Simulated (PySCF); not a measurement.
Si(H)2(OH)(SMe) (CH6OSSi), SMILES [SiH2](O)SC.

Geometry: PBE-D3(BJ)/def2-SVP. This is a generated structure with no PubChem entry under its InChIKey; it may be hypothetical. The values are those of a single conformer.

These are PBE-D3(BJ)/def2-SVP (PySCF 2.14.0) values and carry that method's errors.

Frequencies are harmonic and unscaled.

```
mode  ν (cm⁻¹)  IR (km/mol)  moving atoms (share of kinetic energy)
----  --------  -----------  --------------------------------------
1           56          4.1          H 31 %, O 26 %, C 24 %, S 12 %
2           98          0.2                                  H 95 %
3          164         20.7          H 51 %, C 21 %, O 11 %, S 10 %
4          221         21.0         H 48 %, Si 19 %, S 15 %, C 14 %
5          271         75.2         O 41 %, H 31 %, S 16 %, Si 12 %
6          484         40.6                 Si 42 %, S 39 %, H 13 %
7          556         36.7                         H 71 %, Si 20 %
8          694          6.0                   C 59 %, S 31 %, H 9 %
9          729         55.5                                  H 95 %
10         810        119.2                 O 46 %, H 40 %, Si 15 %
11         856        196.0                         H 87 %, Si 10 %
12         870        121.0                          H 87 %, O 10 %
13         903         76.3                 H 61 %, Si 26 %, O 13 %
14         926         11.9                          H 83 %, C 14 %
15         941          0.7                          H 80 %, C 16 %
16        1281          5.0                          H 87 %, C 13 %
17        1397         10.1                                  H 95 %
18        1407          7.8                                  H 96 %
19        2127        116.7                                  H 97 %
20        2221         92.4                                  H 96 %
21        2977         21.6                                  H 98 %
22        3081          6.3                          H 90 %, C 10 %
23        3095          1.3                          H 90 %, C 10 %
24        3764         63.7                                  H 94 %
```
